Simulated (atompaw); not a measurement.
Pseudopotential generation for copper: PAW (atompaw), PBE, scalar-relativistic.

- Element: Cu (Z = 29)
- Generator: atompaw 4.2.0.5
- Type: PAW
- Functional: PBE
- Relativity: scalar-relativistic
- Frozen core: [Ne] 3s2
- Valence charge: 17
- Reference configuration: 3p6 3d10 4s1 4p0
- Partial waves: 4s (bound); 4s channel at 2.95 Ry; 3p (bound); 4p (bound, empty); 3d (bound); 3d channel at 0.55 Ry; 4f channel at 0.25 Ry
- Local potential: bessel scheme, radius 2.15 bohr
- Core correction: smooth core density matched at 1.20 bohr
- Augmentation charge: besselshape compensation charge, radius 2.00 bohr; PAW radius 2.30 bohr; waves and projectors: bloechl

(1) Estimate the cutoffs (Ry, on a coarse ladder) from which the occupation-weighted sum of valence levels, in a spherical-Bessel basis at the reference potential, stays within 10 and 1 mRy of its value at 400 Ry.

(2) Does the potential have ghost states?

(3) Is the overlap operator S = 1 + Σ q|β⟩⟨β| positive definite (Bessel basis up to 400 Ry)?

Answers

(1) 40 Ry and 50 Ry.

(2) No extra level below or beside the all-electron valence levels (s, p, d, f tested).

(3) Yes: its lowest eigenvalue is 0.43 (s channel).
